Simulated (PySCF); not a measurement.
silicon monosulfide (SSi), singlet, geometry from GFN2-xTB; HF/def2-TZVP, polarisability by finite fields in PySCF.

Input for PySCF:
```python
from pyscf import gto, scf

mol = gto.Mole()
mol.atom = '''
    Si   -0.00000000   -0.00000000   -1.06660322
    S     0.00000000    0.00000000    0.93327782
'''
mol.basis = 'def2-tzvp'
mol.verbose = 4
mol.build()

mf = scf.RHF(mol)
mf.conv_tol = 1e-6
mf.kernel()
h0, z, done = mf.get_hcore(), mol.intor('int1e_r')[2], []
def energy(F):
    f = mf.copy()
    f.scf_summary = {}
    f.get_hcore = lambda *a: h0 + F * z
    e = f.kernel(mf.make_rdm1())
    done.append(f.converged)
    return e
F = 2e-4
alpha = -(energy(F) + energy(-F) - 2 * mf.e_tot) / F**2
print('alpha_zz =', alpha)
```

Q: Write the output that PySCF gives for this input, abridged.

A: 
```
PySCF version 2.14.0

[INPUT] verbose = 4
[INPUT] num. atoms = 2
[INPUT] num. electrons = 30
[INPUT] charge = 0
[INPUT] spin (= nelec alpha-beta = 2S) = 0
[INPUT] symmetry False subgroup None
[INPUT] Mole.unit = angstrom
[INPUT] Symbol           X                Y                Z      unit          X                Y                Z       unit  Magmom
[INPUT]  1 Si     0.000000000000   0.000000000000  -1.066603220000 AA    0.000000000000   0.000000000000  -2.015587969379 Bohr   0.0
[INPUT]  2 S      0.000000000000   0.000000000000   0.933277820000 AA    0.000000000000   0.000000000000   1.763639477931 Bohr   0.0

nuclear repulsion = 59.2713730843111
number of shells = 26
number of NR pGTOs = 126
number of NR cGTOs = 74
basis = def2-tzvp
ecp = {}

******** <class 'pyscf.scf.hf.RHF'> ********
method = RHF
initial guess = minao
damping factor = 0
level_shift factor = 0
DIIS = <class 'pyscf.scf.diis.CDIIS'>
diis_start_cycle = 1
diis_space = 8
diis_damp = 0
SCF conv_tol = 1e-06
SCF conv_tol_grad = None
SCF max_cycles = 50
direct_scf = True
direct_scf_tol = 1e-13
Set gradient conv threshold to 0.001
Initial guess from minao.
init E= -686.378664055263
  HOMO = -0.272220479146565  LUMO = -0.0279892226525225  gap/eV = 6.64587
cycle= 1 E= -686.42783731407  delta_E= -0.0492  |g|= 0.375  |ddm|= 1.33
  HOMO = -0.331881780665955  LUMO = -0.0167531358583814  gap/eV = 8.57509
cycle= 2 E= -686.456272931895  delta_E= -0.0284  |g|= 0.327  |ddm|= 0.791
  HOMO = -0.376108558787949  LUMO = 0.0107337498197387  gap/eV = 10.52652
cycle= 3 E= -686.491170233184  delta_E= -0.0349  |g|= 0.0282  |ddm|= 0.318
  HOMO = -0.377807156436637  LUMO = 0.0183855385535271  gap/eV = 10.78095
cycle= 4 E= -686.49165694121  delta_E= -0.000487  |g|= 0.00935  |ddm|= 0.068
  HOMO = -0.37837884700391  LUMO = 0.0181226400381041  gap/eV = 10.78936
cycle= 5 E= -686.491704934566  delta_E= -4.8e-05  |g|= 0.0021  |ddm|= 0.0206
  HOMO = -0.377857020317339  LUMO = 0.0180221218389891  gap/eV = 10.77242
cycle= 6 E= -686.491707758407  delta_E= -2.82e-06  |g|= 0.000672  |ddm|= 0.00511
  HOMO = -0.377964494285666  LUMO = 0.0179401557270434  gap/eV = 10.77311
cycle= 7 E= -686.491708158848  delta_E= -4e-07  |g|= 0.000255  |ddm|= 0.00157
  HOMO = -0.377913075367683  LUMO = 0.0179571693261678  gap/eV = 10.77218
Extra cycle  E= -686.491708213773  delta_E= -5.49e-08  |g|= 0.000128  |ddm|= 0.000472
converged SCF energy = -686.491708213773

******** <class 'pyscf.scf.hf.RHF'> ********
method = RHF
initial guess = minao
damping factor = 0
level_shift factor = 0
DIIS = <class 'pyscf.scf.diis.CDIIS'>
diis_start_cycle = 1
diis_space = 8
diis_damp = 0
SCF conv_tol = 1e-06
SCF conv_tol_grad = None
SCF max_cycles = 50
direct_scf = True
direct_scf_tol = 1e-13
Overwritten attributes  get_hcore  of <class 'pyscf.scf.hf.RHF'>
Set gradient conv threshold to 0.001
init E= -686.491495831918
  HOMO = -0.377739419388716  LUMO = 0.0176227668919704  gap/eV = 10.75835
cycle= 1 E= -686.491496818253  delta_E= -9.86e-07  |g|= 0.000846  |ddm|= 0.00285
  HOMO = -0.377973376333772  LUMO = 0.0177664674142405  gap/eV = 10.76863
Extra cycle  E= -686.49149697946  delta_E= -1.61e-07  |g|= 0.000587  |ddm|= 0.00193
converged SCF energy = -686.49149697946

******** <class 'pyscf.scf.hf.RHF'> ********
method = RHF
initial guess = minao
damping factor = 0
level_shift factor = 0
DIIS = <class 'pyscf.scf.diis.CDIIS'>
diis_start_cycle = 1
diis_space = 8
diis_damp = 0
SCF conv_tol = 1e-06
SCF conv_tol_grad = None
SCF max_cycles = 50
direct_scf = True
direct_scf_tol = 1e-13
Set gradient conv threshold to 0.001
init E= -686.491920595629
  HOMO = -0.378137602648948  LUMO = 0.0182955779594265  gap/eV = 10.78750
cycle= 1 E= -686.491921618797  delta_E= -1.02e-06  |g|= 0.000945  |ddm|= 0.0028
  HOMO = -0.377877438696151  LUMO = 0.0181470725710622  gap/eV = 10.77638
cycle= 2 E= -686.491921798757  delta_E= -1.8e-07  |g|= 0.000625  |ddm|= 0.00206
  HOMO = -0.378030556286158  LUMO = 0.0182211130731408  gap/eV = 10.78256
Extra cycle  E= -686.491921865076  delta_E= -6.63e-08  |g|= 0.000474  |ddm|= 0.00094
converged SCF energy = -686.491921865076
alpha_zz = 60.42474751666305
```
